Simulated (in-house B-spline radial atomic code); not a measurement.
Relativistic effects in the chromium ion Cr²⁺, [Ar] 3d4: non-relativistic Hartree-Fock (point nucleus) against Dirac-Hartree-Fock (Fermi nucleus of rms radius 3.6452 fm), both averages of the configuration, computed with a radial B-spline atomic code at the basis-set limit.

| orbital | ε NR (Eh) | ε Dirac (Eh) | <r> NR (bohr) | <r> Dirac (bohr) | change of <r> (%) |
| --- | --- | --- | --- | --- | --- |
| 1s1/2 | -221.25 | ? | 0.06415 | ? | ? |
| 2s1/2 | -27.09 | -27.445 | 0.294 | 0.291 | -1.0 |
| 2p1/2 | -23.02 | -23.295 | 0.2601 | 0.2571 | -1.1 |
| 2p3/2 | -23.02 | -22.971 | 0.2601 | 0.2599 | -0.1 |
| 3s1/2 | -4.1374 | -4.1938 | 0.9056 | 0.8981 | -0.8 |
| 3p1/2 | -2.8926 | ? | 0.9619 | ? | ? |
| 3p3/2 | -2.8926 | -2.89 | 0.9619 | 0.9616 | 0.0 |
| 3d3/2 | -1.1388 | -1.1333 | 1.199 | 1.202 | +0.3 |
| 3d5/2 | -1.1388 | -1.13 | 1.199 | 1.206 | +0.6 |

**Question.** What happens to 1s1/2?

**Answer.** Its energy goes to -222.99 hartree and <r> to 0.06351 bohr (-1.00 %).

**Question.** What happens to 3p1/2?

**Answer.** Its energy goes to -2.9307 hartree and <r> to 0.9536 bohr (-0.86 %).

**Question.** What explains the pattern of contraction and expansion?

**Answer.** Expansion is seen in 3d3/2, 3d5/2. The s and p1/2 orbitals contract directly, screen the nucleus better, and so push out orbitals that have little density near the nucleus; spin-orbit coupling adds to this for j = l + 1/2 and opposes it for j = l - 1/2.

**Question.** By how much does the total energy change?

**Answer.** By -6.4555 hartree, from -1042.439 to -1048.894.
